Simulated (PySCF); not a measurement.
Gas-phase reaction: SnF3 + 2 SnH3F + F ⇌ 3 SnH2F2

Method: PySCF energies plus ideal-gas RRHO corrections (1 bar). † marks an energy on the PBE0/def2-TZVP geometry and frequencies. MP2 and CCSD(T) freeze the core. Open shells (unrestricted): SnF3 (multiplicity 2), F (multiplicity 2, electronic degeneracy 6); the rest are closed-shell singlets. Spin-orbit splitting is ignored; it lowers the true energy and changes the entropy of F. Sn: scalar-relativistic def2 core potential, no spin-orbit coupling. SnF3, SnH3F, SnH2F2: computed as isolated molecules; such fragments, hydroxides, amides, oligomers or adducts are transient or little studied in the gas. MP2 isn't extrapolated to the basis-set limit; its ΔH°(298 K) is -492.4 kJ in def2-SVP and -519.8 kJ in def2-TZVPP. CCSD(T) isn't extrapolated to the basis-set limit; its ΔH°(298 K) is -463.1 kJ in def2-SVP and -489.0 kJ in def2-TZVPP. The harmonic model lacks anharmonicity and excited electronic states, which grow with temperature; levels with a mode under 35 cm⁻¹ are left out.

```tsv
level	ΔE electronic, kJ	ΔH°(298 K), kJ	ΔS°(298 K), J/K	ΔG°(600 K), kJ
BLYP/def2-TZVP†	-479	-475	-129	-397
CCSD(T)/def2-TZVPP†	-494	-489	-129	-411
MP2/def2-SVP†	-497	-492	-129	-415
PBE/def2-TZVP†	-494	-490	-129	-412
PBE0/def2-QZVP†	-484	-480	-129	-402
r2SCAN/def2-TZVP†	-487	-482	-129	-405
ωB97M-V/def2-TZVP†	-496	-492	-129	-414
ωB97X-V/def2-TZVP†	-503	-499	-129	-421
```
ΔH° is lowest at ωB97X-V/def2-TZVP† and highest at BLYP/def2-TZVP†. No reference value is set beside these.
